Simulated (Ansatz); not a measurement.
The cluster Na₂Te (the lowest singlet isomer of a short search). The state is a singlet with charge 0. Geometry r2SCAN-D4/def2-TZVP, basis def2-TZVP, Ansatz.

Cartesian coordinates in Å:
```
Na -0.964 1.757 -0.999
Na -0.101 -2.078 0.828
Te 1.065 0.321 0.171
```

| run | HOMO (eV) | LUMO (eV) |
| --- | --- | --- |
| A | -5.84 | -0.54 |
| B | -3.16 | -1.97 |
| C | -3.88 | -1.68 |
| D | -3.28 | -1.48 |
| E | -4.03 | -1.14 |
| F | -4.01 | -1.41 |

In the def2 sets Te takes a core potential; there is no spin–orbit coupling. B3LYP takes the VWN-RPA correlation. The structure comes from a short search, and lower isomers may exist.

**Question.** The runs used B3LYP, BLYP, PBE0, r2SCAN, r2SCAN0, ωB97M-V. Estimate which is which.

**Answer.** A ωB97M-V (range-separated); B BLYP (0 % exact exchange); C B3LYP (20 % exact exchange); D r2SCAN (0 % exact exchange); E r2SCAN0 (25 % exact exchange); F PBE0 (25 % exact exchange). Exact exchange lowers occupied and raises empty levels; among semilocal functionals meta-GGAs tend to open the gap a little, and such runs are hard to tell apart. The gap grows from 1.18 eV (BLYP) to 5.30 eV (ωB97M-V).
